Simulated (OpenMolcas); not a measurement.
A calculation on As3+.

* Program: OpenMolcas
* Method: RASSCF
* Basis: ANO-RCC-VTZP [6s5p3d1f]
* Scalar Hamiltonian: DKH2, point nucleus
* Active space: 2 electrons in 9 orbitals (RAS2 4s 4p; RAS3 4d, at most 2 electrons)
* State averaging: 2S+1 = 3 even, 3 roots; 2S+1 = 1 even, 7 roots; 2S+1 = 3 odd, 3 roots; 2S+1 = 1 odd, 3 roots
* Spin-orbit coupling: RASSI with atomic mean-field integrals over the reference wave functions, term energies averaged over their components

Task: Which level of the active space comes out lowest?

Result: 4s² ¹S₀, with 100 % of that term; it is also the measured ground level.

Task: How high does 4p² ³P₀ lie?

Result: 176165 cm⁻¹ above the lowest level.

Task: How high does 4s 4p ¹P°₁ lie?

Result: 112739 cm⁻¹ above the lowest level; measured 112022 cm⁻¹ above the ground level, so the calculation is off by +1 %.

Task: How high does 4p² ³P₁ lie?

Result: 177430 cm⁻¹ above the lowest level; measured 181468 cm⁻¹ above the ground level, so the calculation is off by -2 %.

Task: The level at 173474 cm⁻¹ has J = 2. What is it made of, and what is its g factor?

Result: 96 % 4p² ¹D₂, 4 % 4p² ³P; g = 1.021, against 1.000 from Landé's formula for the pure leading term.

Measured values: Moore, Atomic Energy Levels, vol. II, NSRDS-NBS 35 (1971 reprint of NBS Circular 467, 1952).

Active for correlation alone: 4d; no level in the range computed is led by a configuration that fills it, so any true level of that kind is missing. Some terms mix strongly with configurations of 4d, whose occupation reaches 0.25 (4p² ¹D). Measured partners are found by configuration, term and J. A level has none where our copy of the source lacks it or the pairing is in doubt (some pairs that miss far off the trend of their configuration count as doubtful), and it then counts in no deviation. Levels of configurations outside the active space are missing.

° marks odd parity.
